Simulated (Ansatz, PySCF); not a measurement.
Gas-phase reaction (SMILES): Oc1ccco1 → [O]c1ccco1 + H atom; the H-O bond at the site shown breaks (other sites are not compared here).

Geometries: B3LYP-D3(BJ)/def2-TZVP minima from Ansatz (a program for electronic structure), one conformer each, not searched for the lowest. Valence correlation only, unless marked. Open shells are spin-unrestricted. No spin-orbit coupling. Non-relativistic. CBS(X,Y): correlation extrapolated as X^-3; Hartree-Fock from the larger set. Markedly spin-contaminated UHF reference, which strains HF, MP2 and, less, CCSD(T): [O]c1ccco1. Thermal terms are rigid-rotor harmonic-oscillator values from B3LYP-D3(BJ) frequencies (PySCF) at 298.15 K and 1 atm. 1 Eh = 627.5095 kcal/mol. Atoms have translation alone. Electronic entropy comes from spin alone.

```tsv
species	E, CCSD(T)/CBS(cc-pVTZ,cc-pVQZ) (Ansatz) (Eh)	E, wB97M-V/def2-TZVPD (Ansatz) (Eh)	H - E (Eh)	G - E (Eh)
Oc1ccco1	-304.90800	-305.27100	0.07968	0.04550
[O]c1ccco1	-304.28840	-304.66126	0.06681	0.03304
H atom	-0.49995	-0.49411	0.00236	-0.01065
```

### Question
Work out ΔE and ΔH, ΔG, ΔS and the equilibrium constant at 298.15 K at the first level, then ΔH at the second.

### Answer

1. ΔE = [(-304.28840) + (-0.49995)] - [(-304.90800)] = 0.11965 Eh = 75.1 kcal/mol at CCSD(T)/CBS(cc-pVTZ,cc-pVQZ).
2. The terms H - E add up to -0.01051 Eh, so ΔH = (0.11965 + (-0.01051))×627.5095 = 68.5 kcal/mol.
3. The terms G - E add up to -0.02311 Eh, so ΔG = 60.6 kcal/mol, and ΔS = (-0.01051 - (-0.02311))×627509.5/298.15 = 26.5 cal/(mol K).
4. log10 K = -ΔG/(RT ln 10) = -44.4, with RT ln 10 = 1.3642 kcal/mol.
5. With ΔH and ΔS taken as constant, ΔG changes sign near ΔH/ΔS = 2580 K, a rough figure that leaves out heat capacities.
6. At wB97M-V/def2-TZVPD the same steps give ΔE = 72.6 and ΔH = 66.0 kcal/mol, a shift of -2.5 from the first level.
7. These values are not checked against measurement here, since the tables used lack a sound gas-phase enthalpy of formation for at least one species.
